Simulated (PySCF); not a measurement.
Al(H)(Me)(NCO) (C2H4AlNO), SMILES O=C=[N][AlH][CH3].

Coordinates come from a B3LYP-D3(BJ)/def2-SVP optimisation. The geometry has at least one imaginary mode, so it is a saddle point at that level. The structure was generated by enumeration; whether it is a known compound was not checked. The values are those of a single conformer.

Method: PySCF with TDDFT-ωB97X/def2-SVPD.

Vertical excitations. The molecule is in vacuum.

```tsv
state	energy (eV)	λ (nm)	f	main pairs
S1	5.65	219	0.002	HOMO→LUMO 93 %
S2	6.67	186	0.001	HOMO−2→LUMO 81 %
S3	6.88	180	0.077	HOMO−1→LUMO 75 %
S4	7.53	165	0.076	HOMO→LUMO+1 70 %, HOMO→LUMO+2 12 %
S5	7.81	159	0.000	HOMO−1→LUMO+6 46 %, HOMO−1→LUMO+4 35 %
S6	7.92	157	0.000	HOMO−1→LUMO+1 44 %, HOMO−1→LUMO+2 29 %, HOMO−3→LUMO 16 %
S7	7.98	155	0.204	HOMO→LUMO+2 44 %, HOMO−2→LUMO+1 30 %, HOMO→LUMO+1 9 %
S8	8.20	151	0.136	HOMO−3→LUMO 79 %
S9	8.45	147	0.347	HOMO→LUMO+4 20 %, HOMO→LUMO+3 13 %, HOMO−1→LUMO 12 %, HOMO→LUMO+2 11 %
S10	8.65	143	0.023	HOMO−2→LUMO+2 26 %, HOMO→LUMO+6 20 %, HOMO→LUMO+2 8 %, HOMO−1→LUMO+10 7 %
T1	5.42	229	0	HOMO→LUMO 88 %
T2	6.22	199	0	HOMO−1→LUMO 73 %, HOMO−1→LUMO+5 13 %
T3	6.46	192	0	HOMO−2→LUMO 72 %
T4	6.91	179	0	HOMO→LUMO+6 27 %, HOMO→LUMO+4 16 %, HOMO−2→LUMO+6 15 %, HOMO→LUMO+1 11 %
```
Triplets are in the Tamm–Dancoff approximation, which puts them higher than full response would, so one can lie above its singlet here.
